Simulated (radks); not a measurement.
Effect of the nuclear size on neutral strontium, [Kr] 5s2. Calculated with a radial shooting solver on a logarithmic mesh with Libxc functionals: Dirac Kohn-Sham, BLYP, spin-unpolarised, spherical densities, finite nucleus; Fermi nuclear charge, rms radius 4.224 fm. The rms radius is varied about that value; shifts are against it.

\begin{tabular}{lrrrrrrr}
rms radius (fm) & total energy shift (eV) & density at nucleus (e/bohr^3) & 1s1/2 shift (meV) & 2s1/2 shift (meV) & 3p1/2 shift (meV) & 4s1/2 shift (meV) & 4p1/2 shift (meV) \\ \hline
3.658 & -0.208 & 6.179e+04 & -88.0 & -9.07 & 0.159 & -0.178 & 0.046 \\
3.8058 & -0.156 & 6.157e+04 & -66.2 & -6.82 & 0.119 & -0.134 & 0.034 \\
4.224 & 0 & 6.1e+04 & 0.000 & 0.000 & 0.000 & 0.000 & 0.000 \\
4.5408 & 0.128 & 6.061e+04 & 54.3 & 5.59 & -0.098 & 0.110 & -0.028 \\
4.866 & 0.269 & 6.024e+04 & 114 & 11.7 & -0.205 & 0.230 & -0.059 \\
\end{tabular}

Slopes of the eigenvalues against <r^2> in GHz/fm^2, as finite differences over the two radii next to the reference (eigenvalue slopes, not the field-shift constants of lines): 1s1/2 4750, 2s1/2 489, 3p1/2 -8.55, 4s1/2 9.58, 4p1/2 -2.46.
